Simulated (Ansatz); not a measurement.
`CO[SiH2]O[SiH3]` → `[SiH3]O[SiH3]` + `C=O` at 400 K and 1 bar (β-hydride elimination).

Isolated molecules relaxed with PBE0-D4/def2-TZVP in Ansatz; ΔE leaves out vibrations. CCSD(T)/CBS is the MP2 limit (def2-TZVPP, def2-QZVPP) plus CCSD(T) − MP2 in def2-TZVPP, frozen cores. This one scheme is used for every species. One conformer a species, not always the lowest.

```tsv
species	CCSD(T)/CBS energy (Eh)	H − E (kJ/mol)	S (J/(mol·K))
`CO[SiH2]O[SiH3]`	-771.48835	275.9	437.0
`[SiH3]O[SiH3]`	-657.01000	172.0	360.1
`C=O`	-114.39408	83.9	229.4
```

H − E and S are ideal-gas, rigid-rotor, harmonic terms from PBE0-D4/def2-TZVP, for one conformer and one mirror image of each species. 1 Eh = 2625.50 kJ/mol, R = 8.31446 J/(mol·K).

By hand: ΔE, ΔH, ΔS and ΔG.

ΔE = (-657.01000) + (-114.39408) − (-771.48835) = 0.08427 Eh = 221.3 kJ/mol. Δ(H − E) = 172.0 + 83.9 − 275.9 = -20.0, so ΔH = 201.3 kJ/mol. ΔS = 360.1 + 229.4 − 437.0 = 152.5 J/(mol·K). ΔG = 201.3 − 400 × (152.5)/1000 = 140.3 kJ/mol.

By hand: the equilibrium constant, and the temperature at which ΔG would vanish if ΔH and ΔS stayed fixed.

log₁₀ K = −ΔG/(RT ln 10) = -18.3. ΔG = 0 at ΔH/ΔS = 1320 K.

The number of gas molecules changes by +1, which sets the sign of ΔS. A doubt of 5 kJ/mol in ΔE shifts log₁₀ K by 0.7 here. Other conformers and mirror images would add mixing entropy, several J/(mol·K) or more a flexible species. Modes under 60 cm⁻¹, often nearly free rotors, make the harmonic entropy too high. These are equilibria of isolated gas molecules and say nothing of rates. Largest T1 diagnostic: 0.015 (customary marks: 0.02 for closed shells, 0.045 for open ones).
